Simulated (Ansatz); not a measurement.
Reaction (hydrogenolysis of the Si–Cl bond): `Cl[SiH2][S][GeH3]` + H₂ → `[SiH3][S][GeH3]` + HCl

Isolated molecules relaxed with PBE0-D4/def2-TZVP in Ansatz; ΔE leaves out vibrations. CBS: MP2 limit from def2 TZ/QZ plus the TZ coupled-cluster correction, frozen cores. This one scheme is used for every species. DFT in def2-TZVPP. For Ge outer-core shells are correlated without core-valence functions, which leaves a few kJ/mol of doubt a bond. Scalar relativity is left out up to krypton. One conformer a species, not always the lowest.

```
            species  BHLYP-D4 energy (Eh)
`Cl[SiH2][S][GeH3]`           -3228.01396
                 H₂              -1.17009
  `[SiH3][S][GeH3]`           -2768.33840
                HCl            -460.81729
```

(1) Work out ΔE.

(2) What do rigid-rotor, harmonic-oscillator terms from PBE0-D4/def2-TZVP frequencies (298.15 K, 1 bar) make of the CCSD(T)/CBS value? (Best estimate.)

Largest T1 diagnostic among the species: 0.011.

## Answers

(1) ΔE = (-2768.33840) + (-460.81729) − (-3228.01396) − (-1.17009) = 0.02836 Eh = +0.77 eV. CCSD(T)/CBS gives +0.80 eV.

(2) Computed: ΔZPE = +0.07 eV, ΔH = +0.85 eV, ΔS = 25 J/(mol·K), ΔG = +0.77 eV. Modes under 50 cm⁻¹ make the entropy rough.

The D4 term adds +0.08 eV with B3LYP and +0.04 eV with PBE0; it sums over pairs of atoms, weighted by their polarisabilities, and B3LYP, whose exchange is more repulsive, gets the larger term. At CCSD(T), def2-SVP lies −0.22 eV from the extrapolated value and def2-TZVPP −0.07 eV. In def2-TZVPP, CCSD(T) changes the Hartree–Fock value by +0.11 eV (the triples alone add +0.04 eV) and MP2 by +0.22 eV.

B3LYP here is the variant with VWN-RPA as its local correlation; programs differ in this.
